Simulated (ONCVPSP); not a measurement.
# What one change does to a pseudopotential (H (Z = 1), ONCV)

```
Element                 : H (Z = 1)
Generator               : ONCVPSP 4.0.1
Type                    : optimised norm-conserving Vanderbilt (ONCV)
Functional              : PBE
Relativity              : scalar-relativistic
Frozen core             : none
Valence charge          : 1
Reference configuration : 1s0.5 (charge +0.5)
Partial waves           : 1s: rc 1.20 bohr, ncon 4, nbas 8, qcut 5.2 1/bohr, 2 projectors, debl 3.6 Ha; p scattering state at 0.13 Ha: rc 1.25 bohr, ncon 4, nbas 8, qcut 7.5 1/bohr, 2 projectors, debl 2 Ha
Local potential         : polynomial inside 0.95 bohr (lpopt 5, dvloc0 0 Ha)
Core correction         : none
```

Change: s: rc 1.74.

Cutoffs: the cutoffs (Ha) at which the residual kinetic energy of the hardest occupied pseudo-wave falls to 1 and 0.1 mHa per electron; they do not see the model core or the augmentation charge, which bear on the density cutoff. Errors are all-electron minus pseudo energies relative to the spin-unpolarised reference configuration.

Q: Predict the effect on cutoff, ghosts and configuration errors.

A: The potential gets softer (14 Ha and 85 Ha → 9.2 Ha and 12 Ha); neither file shows a bound ghost. A larger radius leaves more room for a smooth pseudo-wave, so fewer plane waves are needed.

| quantity | base | changed |
| --- | --- | --- |
| cutoff, loose | 14 Ha | 9.2 Ha |
| cutoff, tight | 85 Ha | 12 Ha |
| bound ghosts | none | none |
| GHOST(+) flags under 300 eV | none | none |
| error for 1s1, meV [ΔE -4.76 eV] | +3.1 | +9.4 |
| p: phases at 1.27 bohr within 0.05 rad from the reference energy up to (Ha; the scan ends near 5) | to the end of the scan | to the end of the scan |
